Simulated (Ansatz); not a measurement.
Clusters of 8 atoms, chalcogenide: gap (eV) at several levels, gas phase, relaxed structures; Ansatz. Clusters are the lowest isomers that short searches found in that spin, judged at the geometry's level. Core potentials for Mo, Nb, Te, W in the def2 sets, no spin–orbit coupling. HOMO and LUMO are taken over both spins. Singlets are spin-restricted. A dash marks a value that wasn't run or was left out as unsound. The structures are stationary points that may keep the symmetry of their start. Remarks come from the PBE and PBE0 runs and from stability tests at other levels; not every state was tested.

| species | state | geometry | PBE-D4/def2-SVP | PBE-D4/def2-TZVP | r2SCAN-D4/def2-TZVP | PBE0-D4/def2-SVP | PBE0-D4/def2-TZVP | remarks |
| --- | --- | --- | --- | --- | --- | --- | --- | --- |
| Te5W3 | singlet | PBE-D4/def2-SVP | 0.86 | 0.89 | 1.15 | 2.31 | 2.34 | restricted SCF unstable in HF |
| Nb2S6 | singlet | PBE-D4/def2-SVP | 1.64 | 1.57 | 1.86 | 3.38 | 3.29 | restricted SCF unstable in HF |
| Cu4S4 | singlet | PBE-D4/def2-SVP | 0.42 | 0.44 | 0.50 | – | 1.76 | restricted singlet, untested |
| Li5Te3 | doublet | PBE-D4/def2-SVP | 0.34 | 0.37 | 0.59 | 1.70 | 1.74 | – |
| W3Se5 | singlet | PBE-D4/def2-SVP | 1.59 | 1.61 | 1.81 | 3.02 | 3.06 | restricted SCF unstable in HF |
| Mo3Se5 | singlet | PBE-D4/def2-SVP | 0.96 | 0.96 | 1.20 | 2.61 | 2.62 | restricted SCF unstable in HF |
| Li6Te2 | singlet | PBE0-D4/def2-SVP | 1.62 | 1.62 | 1.84 | 2.76 | 2.75 | restricted SCF unstable in HF |

Over the 6 species that have every level, the mean is 1.17 at PBE-D4/def2-SVP, 1.17 at PBE-D4/def2-TZVP, 1.41 at r2SCAN-D4/def2-TZVP, 2.63 at PBE0-D4/def2-SVP, 2.63 at PBE0-D4/def2-TZVP. Orbital gaps grow with the share of exact exchange and aren't one observable across functionals.
